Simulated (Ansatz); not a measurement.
This geometry of BClH3Si2 (7 atoms, charge -1, multiplicity 1) is a first-order saddle point.

All numbers below come from RKS PBE-D4/def2-SVP in Ansatz.

```xyz
7
Properties=species:S:1:pos:R:3
Si -0.576 1.070 -0.571
B -0.087 -0.738 -0.401
Si 0.429 -2.548 -0.156
Cl 1.579 -2.350 1.755
H 0.182 2.192 -1.279
H 0.292 0.607 0.674
H -1.819 1.768 -0.023
```

**Question.** Which two structures does it join? (They come from a converged band through this point; their orientation in space is the band's.)

**Answer.** Bonds broken: Si1–H6. Bonds formed: B2–H6.

First end point:

```xyz
7
Properties=species:S:1:pos:R:3
Si -0.449 1.180 -0.281
B 0.279 -0.573 0.254
Si 0.543 -2.359 -0.117
Cl 1.608 -3.628 1.302
H 0.100 1.867 -1.531
H -0.123 2.173 0.831
H -1.958 1.341 -0.458
```

Last end point:

```xyz
7
Properties=species:S:1:pos:R:3
Si -0.575 1.076 -0.691
B 0.085 0.007 0.714
Si 0.804 -1.512 -0.316
Cl 1.490 -2.944 1.257
H -0.435 0.695 -2.152
H -0.017 0.284 1.899
H -1.351 2.394 -0.709
```

**Question.** How far does it lie above each of them?

**Answer.** 37.2 kJ/mol above the first and 137.5 kJ/mol above the second. This is the barrier of this one path; another mechanism may lie lower. The orbitals stay closed-shell, which can raise the energy where a bond breaks towards radicals; this wasn't checked here. Limits of this set-up: an anion without diffuse functions.

Run time: 110 s on 2 threads of AMD EPYC 7B13 (Zen 3), with other jobs on the host, peak memory 0.14 GiB.
